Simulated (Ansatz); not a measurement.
Born–Oppenheimer molecular dynamics of BClFHS (5 atoms, charge 0, multiplicity 1). It starts from a relaxed structure.

Level of theory: Ansatz 0.2.0, RKS B3LYP-D4/cc-pVDZ.

```json
{
  "ensemble": "NVE (velocity Verlet)",
  "time step": "1 fs",
  "steps asked": "150",
  "starting velocities drawn for": "300 K",
  "seed": "597861"
}
```

First frame:

```xyz
5
Properties=species:S:1:pos:R:3
F -0.534 -1.173 0.726
B -0.428 -0.149 -0.122
S 1.069 0.857 -0.216
Cl -1.797 0.223 -1.175
H 1.740 0.169 0.746
```

Problem. How far do the bonds stretch over the last three quarters of this one trajectory? (Pairs bonded in most of those frames.)

Solution. 
```
  bond  mean (Å)  spread (Å)  shortest  longest
 F1–B2     1.334       0.028      1.29     1.38
 B2–S3     1.810       0.020      1.77     1.85
B2–Cl4     1.766       0.018      1.74     1.80
 S3–H5     1.363       0.036      1.31     1.41
```

Mean temperature of the second half: 147 K. The conserved energy stayed within 0.58 meV per atom of its start (net change 0.12 meV per atom), so the integration is sound. The temperature averaged 0.49 of the 300 K drawn at the start: a run that starts near a minimum puts about half its kinetic energy into the potential. A run of 0.15 ps of so small a system gives no equilibrium averages.

Time of the run: 6.4 min on 1 thread of Intel(R) Xeon(R) Platinum 8375C CPU @ 2.90GHz (Ice Lake) (shared host), peak memory 0.13 GiB.
